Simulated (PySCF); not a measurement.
C5H6O2.

```xyz
13

C     -0.3318    -2.6278     0.0000
C      0.6395    -1.4854     0.0000
C      0.2775    -0.1979     0.0000
O     -1.0154     0.2761     0.0000
C     -0.9306     1.6525     0.0000
C      0.3563     2.0092     0.0000
O      1.1393     0.8756     0.0000
H     -0.2009    -3.2745     0.8858
H     -0.2009    -3.2745    -0.8858
H     -1.3712    -2.2687     0.0000
H      1.7135    -1.6811     0.0000
H     -1.8596     2.2130     0.0000
H      0.8624     2.9690     0.0000
```

Geometry: B3LYP-D3(BJ)/def2-SVP.

Method: PBE/pcSseg-1 (PySCF). Non-relativistic, no solvent.

Give the absolute GIAO shielding of each atom: isotropic value and principal components (ppm). (An estimate is asked for; the answer gives what the named calculation found.)


```csv
atom,σ(iso),σ11,σ22,σ33,span
C1,167.7,153.2,168.6,181.1,27.9
C2,113.1,53.0,128.2,158.1,105.1
C3,14.2,-63.9,43.6,63.0,126.9
O4,133.4,71.9,128.0,200.2,128.3
C5,46.4,-29.5,71.9,97.0,126.5
C6,46.2,-29.4,71.3,96.8,126.3
O7,129.9,75.5,133.0,181.3,105.8
H8,29.4,24.9,27.2,36.3,11.4
H9,29.4,24.9,27.2,36.3,11.4
H10,29.3,24.7,29.8,33.5,8.8
H11,27.4,23.2,29.2,29.7,6.5
H12,24.6,23.4,24.8,25.6,2.2
H13,24.7,23.5,24.9,25.8,2.3
```
